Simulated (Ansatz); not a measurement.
Process, species as SMILES: N[SiH2][SiH2]N → N[SiH-][SiH2]N + H+
Geometries: B3LYP-D3(BJ)/def2-TZVP minima from Ansatz (a quantum-chemistry and plane-wave program), one conformer each, not searched for the lowest.

Wanted: gas-phase deprotonation energy (electronic energy difference), in kcal/mol. Valence correlation only, unless marked. Spin-orbit coupling is left out. Non-relativistic. Anions need diffuse functions: aug- sets have them; def2-D sets add few; the other sets have none. CBS(X,Y): correlation extrapolated as X^-3; Hartree-Fock from the larger set.

CCSD(T)/CBS(aug-cc-pV(T+d)Z,aug-cc-pV(Q+d)Z) (Ansatz) gives 376.6 kcal/mol.

Task: Another calculation gave 375.3 kcal/mol. Which level was it?
(A) PBE-QIDH/def2-TZVPD (Ansatz)
(B) HSE06/def2-TZVPD (Ansatz)
(C) PBE/def2-TZVPD (Ansatz)
(D) BHLYP/def2-TZVPD (Ansatz)

Result: B, HSE06/def2-TZVPD (Ansatz). The others give 370.3 (PBE), 381.9 (BHLYP), 378.0 (PBE-QIDH) kcal/mol.
